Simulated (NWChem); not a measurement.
# SnNH₂Cl, singlet; SMILES [NH2][Sn][Cl]

```xyz
5

Sn    -0.3526    -0.4742     0.0000
Cl     0.1032     1.9135     0.0000
N      1.6388    -0.9532     0.0000
H      2.0241    -1.9029     0.0000
H      2.3785    -0.2421     0.0000
```
Atoms are numbered in this order, from 1.

All runs: NWChem. Medium grid unless said otherwise, to which SCAN and Minnesota functionals are sensitive. Low-valent species are run as closed-shell singlets; no triplet was tried in these runs. The geometry was optimised at PBE-D3(BJ)/def2-SVP. def2 effective core potentials on Sn; no spin-orbit coupling.

**Question.** Order these by “highest occupied level (eV)”, lowest first: M06/def2-SVP; LRC-wPBEh/def2-SVP; MN15/def2-SVP; PBE/def2-SVP.

**Answer.** LRC-wPBEh/def2-SVP (-9.17), MN15/def2-SVP (-8.00), M06/def2-SVP (-7.23), PBE/def2-SVP (-5.99)
